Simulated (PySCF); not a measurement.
SMILES N#C[SiH2]C(=O)O (C₂H₃NO₂Si) at its PBE0/def2-SVP optimised geometry (Å):

```
9

N      2.2803    -1.9251     0.0605
C      1.8600    -0.8446     0.0368
Si     1.1875     0.8840     0.0000
C     -0.7356     0.8840     0.0000
O     -1.3374     1.9251     0.0000
O     -1.3163    -0.3147    -0.0040
H      1.6519     1.5461    -1.2453
H      1.6535     1.6006     1.2138
H     -2.2803    -0.1732    -0.0066
```

Calculation: PySCF 2.14.0 with PBE0/def2-TZVP. Cells within 0.4 Å of a nucleus heavier than hydrogen are left out (blank, or x).

Map of the electrostatic potential (hartree/e), clipped to [-0.08, 0.12] on the plane z = 0.0 Å:

```
|3333222222233333344443333|
|3332222222223334444444433|
|3332222111223344444444443|
|3322211111123344444444444|
|3322211111123455554444444|
|3332111699424677765544444|
|33321139xx966999997554444|
|33332159xx999999999755444|
|4433324999999999999965444|
|4444456999x9999xx99975444|
|4456789999xx999xx99975444|
|4567999999999999999975443|
|55699999xx999999999964433|
|55699999xx999999999974333|
|5568999999965799xx9973333|
|45567889994335899x9973222|
|4555665432223359999994222|
|444554433222223599xx94112|
|444444433222222399x992112|
|4444443332222222599920012|
|4444333333222211111000012|
|3333333333222211100000112|
|3333333333322221110001112|
|3333333333322222111111122|
|3333333333322222221112222|
```
Scale: ten equal steps from -0.066 (start of '0') to 0.120 (end of '9'), in the order '0123456789'; x runs from -4.50 to 4.50, y from -4.50 (bottom) to 4.50 (top).
